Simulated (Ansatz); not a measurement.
Total energies of In₄As₄H₁₄, a cluster cut from wurtzite InAs (hydrogen-capped) from Ansatz at PBE0-D4/def2-TZVP, gas phase (1 Eh = 27.2114 eV = 2625.5 kJ/mol). The reference geometry is relaxed at PBE-D4/def2-SVP.

Cartesian coordinates in Å:
```
In 2.456 1.755 -0.614
As 2.170 -0.989 -1.108
In -0.374 0.963 2.903
As 0.001 2.010 0.454
As -0.339 -1.687 1.991
In -0.004 -2.463 -0.556
In -2.079 1.902 -1.247
As -1.836 -0.856 -1.681
H 3.681 1.775 0.620
H 2.508 2.408 -2.224
H 3.319 -1.796 -0.503
H 2.490 -1.340 -2.560
H 1.085 1.039 3.845
H -2.025 1.149 3.415
H 0.002 3.505 0.792
H 0.668 -2.537 2.765
H -1.573 -2.462 2.450
H -0.005 -4.156 -0.939
H -1.649 2.552 -2.801
H -3.590 2.003 -0.393
H -1.748 -1.190 -3.169
H -3.158 -1.586 -1.442
```

```
                 state   geometry  energy (Eh)
      charge 0 singlet  reference  -9711.48392
      charge 1 doublet  reference  -9711.17950
     charge -1 doublet  reference  -9711.49922
free In atom (doublet)          –   -190.11398
free As atom (quartet)          –  -2235.53903
 free H atom (doublet)          –     -0.50104
```

In the def2 sets In takes a core potential; there is no spin–orbit coupling. Single mean-field runs in def2-TZVP are fitted with def2-universal-jkfit.

Question: Work out the vertical ionisation energy to the doublet.

Answer: E(charge 1 doublet) − E(charge 0 singlet) = -9711.17950 − (-9711.48392) = 0.30442 Eh = 8.28 eV. For comparison, −ε of the highest occupied level is 6.95 eV at this level, 1.33 eV less.

Question: Work out the vertical electron affinity, to the doublet.

Answer: E(charge 0 singlet) − E(charge -1 doublet) = -9711.48392 − (-9711.49922) = 0.01530 Eh = 0.42 eV. The basis lacks diffuse functions, which makes affinities too small.

Question: Give the fundamental gap IE − EA, the Mulliken electronegativity (IE + EA)/2 and the hardness (IE − EA)/2.

Answer: From the values in Eh: IE − EA = 0.30442 − 0.01530 = 0.28912 Eh = 7.87 eV; (IE + EA)/2 = 4.35 eV; (IE − EA)/2 = 3.93 eV. The HOMO–LUMO gap of the same run is 5.51 eV, 2.36 eV smaller than the fundamental gap.

Question: What is the binding energy per atom against free atoms?

Answer: Atoms: 4 × (-190.11398) + 4 × (-2235.53903) + 14 × (-0.50104) = -9709.62660 Eh. Binding: -9709.62660 − (-9711.48392) = 1.85732 Eh = 50.54 eV, or 2.30 eV for each of 22 atoms (no zero-point energy, no counterpoise term).

At PBE0-D4/def2-TZVP the highest occupied level of the charge -1 doublet lies above zero (up to 0.71 eV). By energy differences its removal costs 0.42 eV (vertical, to the charge 0 singlet, at PBE0-D4/def2-TZVP); self-interaction error and the lack of diffuse functions both raise the level.
